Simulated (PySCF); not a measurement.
Si(OH)4 anion (H₄O₄Si), SMILES O[Si](O)(O)O (connectivity only; charge and spin as stated), charge -1, multiplicity 2. Atoms are numbered in the order given.

```xyz
9

O      0.4676     1.4504    -0.3544
Si    -0.2686    -0.0900    -0.0320
O     -1.2210     0.5436     1.2983
O      0.3645    -0.7739    -1.6097
O      0.7723    -1.0708     0.9261
H      0.9247     1.3786    -1.1965
H     -1.1162     1.5015     1.2997
H     -0.3803    -1.1913    -2.0507
H      1.2650    -1.6240     0.3127
```
Charge -1, spin multiplicity 2.

The structure is a stationary point at ωB97X-D3(BJ)/def2-SVPD. The spin state was assumed, not searched. The isomer is the one that the SMILES or the coordinates give; other isomers of the formula were not compared. The values are those of a single conformer.

All values below come from ωB97X-D3(BJ)/def2-SVPD (PySCF).

Frequencies are harmonic and unscaled.

Computed vibrational spectrum:
| mode | ν (cm⁻¹) | IR (km/mol) | moving atoms (share of kinetic energy) |
|---|---|---|---|
| 1 | 14 | 58.2 | H 66 %, O 31 % |
| 2 | 162 | 10.2 | H 67 %, O 31 % |
| 3 | 177 | 5.6 | O 75 %, H 23 % |
| 4 | 294 | 4.7 | O 57 %, H 25 %, Si 19 % |
| 5 | 324 | 1.1 | O 63 %, H 35 % |
| 6 | 342 | 41.6 | O 57 %, H 23 %, Si 20 % |
| 7 | 373 | 26.6 | O 62 %, Si 22 %, H 15 % |
| 8 | 444 | 38.2 | H 88 %, O 12 % |
| 9 | 475 | 55.9 | O 50 %, H 47 % |
| 10 | 512 | 81.0 | O 52 %, H 40 %, Si 8 % |
| 11 | 690 | 247.7 | O 64 %, Si 27 %, H 10 % |
| 12 | 717 | 201.0 | O 57 %, Si 39 % |
| 13 | 779 | 195.2 | O 54 %, Si 38 % |
| 14 | 847 | 76.1 | H 84 %, O 10 % |
| 15 | 910 | 101.7 | H 83 %, Si 9 % |
| 16 | 948 | 207.5 | H 86 %, O 14 % |
| 17 | 1007 | 163.8 | H 78 %, O 13 %, Si 9 % |
| 18 | 3886 | 16.5 | H 94 % |
| 19 | 3916 | 20.4 | H 94 % |
| 20 | 3919 | 15.3 | H 94 % |
| 21 | 3931 | 25.1 | H 94 % |
